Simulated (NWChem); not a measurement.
# CH4Se2; SMILES [SeH]C[SeH]

```xyz
7

Se     0.0922    -0.0620     1.6736
C     -0.8951     0.0964     0.0000
Se     0.0922    -0.0620    -1.6736
H      0.8089     1.2121     1.5130
H     -1.5990    -0.7477     0.0000
H     -1.4839     1.0216     0.0000
H      0.8089     1.2121    -1.5130
```
Atoms are numbered in this order, from 1.

The geometry was optimised at PBE0/def2-SVP.

Spin-orbit effects, on the heavy nuclei and on their neighbours, are missing.

### Question
Give the principal values of the shielding tensors (ppm) of Se1, C2 from BHandHLYP/pcSseg-1, GIAO (NWChem), with their diamagnetic and paramagnetic parts as GIAO splits them.

### Answer
| atom | σ11 | σ22 | σ33 | isotropic | diamagnetic | paramagnetic |
|---|---|---|---|---|---|---|
| Se1 | 1020.8 | 1586.6 | 2176.6 | 1594.6 | 2997.3 | -1402.6 |
| C2 | 124.7 | 170.6 | 179.3 | 158.2 | 246.8 | -88.6 |
